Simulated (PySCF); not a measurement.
From one molecule to another.

First species: C6H8GeO2.
SMILES: `C[C](=O)[GeH2][c]1ccco1`

Second species: In(NH3)Cl3.
Z-matrix (Å and degrees, PBE0-D3(BJ)/def2-SVP geometry), rows numbered from 1:
```
In
N   1  2.3007
H   2  1.0211  1  111.01
H   2  1.0209  1  110.94  3  -120.07
H   2  1.0209  1  110.86  3   120.03
Cl  1  2.3481  2   97.96  3   177.21
Cl  1  2.3433  2   98.24  3    56.05
Cl  1  2.3431  2   98.20  3   -62.20
```

Levels: wB97X-D/def2-SVPD for dipole moment, HOMO energy, LUMO energy, HOMO–LUMO gap and static isotropic polarisability; TDDFT wB97X-D/def2-SVPD for lowest singlet excitation; TDA wB97X-D/def2-SVPD for lowest triplet excitation (Tamm–Dancoff); PBE0-D3(BJ)/def2-SVP for rotational constant A and rotational constant C. Geometries: PBE0-D3(BJ)/def2-SVP. All species are isolated and taken at one optimised geometry (atoms past krypton carry core potentials, spin–orbit coupling is left out). Electronic properties by PySCF.

Dipoles, sizes and rotational constants follow the conformer. The torsions of the flexible species, by atom-mapped SMILES:
- `[CH3:1][C:2](=[O:3])[GeH2:4][c:5]1[cH:6][cH:7][cH:8][o:9]1`: C1–C2–Ge4–C5 178°, C2–Ge4–C5–C6 -1°

Values for the first species:

- Dipole moment: 1.60 D
- HOMO energy: -8.47 eV
- LUMO energy: 0.61 eV
- HOMO–LUMO gap: 9.08 eV
- Lowest singlet excitation: 3.68 eV
- Lowest triplet excitation (Tamm–Dancoff): 3.10 eV
- Static isotropic polarisability: 105.9 au
- Rotational constant A: 2.783 GHz
- Rotational constant C: 0.580 GHz

Task: Estimate the same properties for the second species, and the change in each.

Result: 
| property | first | second | second less first |
| --- | --- | --- | --- |
| dipole moment | 1.60 D | 6.09 D | +4.49 D |
| HOMO energy | -8.47 eV | -10.67 eV | -2.20 eV |
| LUMO energy | 0.61 eV | -0.39 eV | -1.00 eV |
| HOMO–LUMO gap | 9.08 eV | 10.28 eV | +1.20 eV |
| lowest singlet excitation | 3.68 eV | 5.77 eV | +2.09 eV |
| lowest triplet excitation (Tamm–Dancoff) | 3.10 eV | 5.46 eV | +2.36 eV |
| static isotropic polarisability | 105.9 au | 87.2 au | -18.7 au |
| rotational constant A | 2.783 GHz | 1.311 GHz | -1.472 GHz |
| rotational constant C | 0.580 GHz | 0.890 GHz | +0.310 GHz |

On the first: No computed singlet falls in the visible range (750 to 380 nm, 1.65 to 3.26 eV); S1 lies 0.42 eV above its blue end. The dipole equals about 5.3 × 10⁻³⁰ C·m (1 D = 3.33564 × 10⁻³⁰ C·m). The calculation is non-relativistic and has no spin–orbit coupling, an omission that weighs most on germanium.

On the second: The polarisability is 12.92 Å³ as a volume (1 au = 0.148185 Å³). The 10 singlets span 5.77 to 7.99 eV, and their oscillator strengths add up to 0.67. Atoms past krypton carry effective core potentials; spin–orbit coupling is left out.
